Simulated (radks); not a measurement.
Problem. Species: Ar3+. Configuration: [Ne] 3s2 3p3 (the NIST ground configuration). Calculated with a radial shooting solver on a logarithmic mesh with Libxc functionals: non-relativistic Kohn-Sham, BP86, spin-polarised, spherical densities, point nucleus; open shells are filled with parallel spins first. Some entries of the table are withheld. Estimate them.

orbital  occ.  eigenvalue (eV)  <r^2> (bohr^2)  <r> (bohr)
1s up       1        -3157.889        0.009980     0.08619
1s down     1        -3157.138        0.009976     0.08617
2s up       1              (1)          0.2050         (2)
2s down     1              (3)          0.2045         (4)
2p up       3        -278.3683          0.1760      0.3764
2p down     3        -277.3909          0.1756      0.3762
3s up       1              (5)           1.903       1.290
3s down     1              (6)           1.944       1.302
3p up       3         -51.6070           2.225       1.386
3p down     0         -47.3349           2.317       1.410

Solution. 
(1) 2s up eigenvalue (eV): -343.0085
(2) 2s up <r> (bohr): 0.4157
(3) 2s down eigenvalue (eV): -342.3131
(4) 2s down <r> (bohr): 0.4154
(5) 3s up eigenvalue (eV): -67.0512
(6) 3s down eigenvalue (eV): -62.5793
